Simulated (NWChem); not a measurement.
# Si$_{2}$H$_{5}$, doublet; SMILES [SiH2][SiH3]

Program: NWChem. Spin-unrestricted. Medium grid unless said otherwise, to which SCAN and Minnesota functionals are sensitive. The geometry was optimised at PBE-D3(BJ)/def2-SVP, spin-unrestricted. No stability test was run on the SCF state. Level r2SCAN/def2-SVP: energy and gradient; each run changes one setting, and changes count from the defaults (medium grid, exact Coulomb integrals, symmetry on).

Question: Which setting moves the energy most, and by about how much (Becke weights; tight SCF thresholds and tolerances; Coulomb fitting, Ahlrichs set; defaults; extra-fine grid; symmetry off)?

Answer: Coulomb fitting, Ahlrichs set, by about 300 μHa.
```json
[
 {"setting": "defaults", "size of the energy change (μHa)": "< 10", "largest change of a gradient component (μHa/bohr)": "< 30"},
 {"setting": "Becke weights", "size of the energy change (μHa)": "20", "largest change of a gradient component (μHa/bohr)": "50"},
 {"setting": "tight SCF thresholds and tolerances", "size of the energy change (μHa)": "< 10", "largest change of a gradient component (μHa/bohr)": "40"},
 {"setting": "extra-fine grid", "size of the energy change (μHa)": "20", "largest change of a gradient component (μHa/bohr)": "70"},
 {"setting": "symmetry off", "size of the energy change (μHa)": "< 10", "largest change of a gradient component (μHa/bohr)": "other frame"},
 {"setting": "Coulomb fitting, Ahlrichs set", "size of the energy change (μHa)": "300", "largest change of a gradient component (μHa/bohr)": "60"}
]
```
